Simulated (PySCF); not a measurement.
# How the method changes the constants of LaSi

State: quartet, about 0.0 electrons in the 4f shell (Mulliken). Set-up: PySCF, scalar-relativistic core potentials, basis sets La def2-TZVPP with ECP46, Si def2-TZVPP. De refers to La (5d1 6s2) + Si in their high-spin ground configurations, without counterpoise correction. The functionals are run spin-unrestricted. A positive dipole means La(−)Si(+). Levels whose curve was spin-contaminated or gave no clean fit are not listed.

| Level | Re (Å) | ωe (cm⁻¹) | De (eV) | μ (D) |
| --- | --- | --- | --- | --- |
| LDA | 2.601 | 346 | 3.42 | -4.22 |
| PBE | 2.629 | 334 | n/a | -4.52 |
| r²SCAN | 2.622 | 340 | n/a | -5.25 |
| r²SCANh | 2.614 | 345 | n/a | -5.36 |
| PBE0 | 2.606 | 351 | n/a | -5.06 |
| M06-2X | 2.601 | 349 | n/a | -4.88 |
| CAM-B3LYP | 2.605 | 354 | 2.26 | -5.29 |

(1) What does the step from GGA to meta-GGA do here, going from PBE to r²SCAN?

(2) What does the gradient correction do here, going from LDA to PBE?

These are scalar-relativistic numbers at best; spin–orbit coupling would shift them, the dissociation energy most. With d or f electrons several states lie close, and the lowest PBE0 determinant need not be the measured ground state.

The whole job (state search and all levels along the bond) took about 24 min on 2 threads of Arm Neoverse V1 (shared host), peak memory 4.7 GiB.

Results:

(1) r²SCAN less PBE: -0.7 pm in Re, +1.8 % in ωe. 

(2) PBE less LDA: +2.8 pm in Re, -3.5 % in ωe. The gradient correction favours the more uneven density of free atoms, so it tends to lengthen bonds and takes away much of the overbinding of LDA; so it does here.
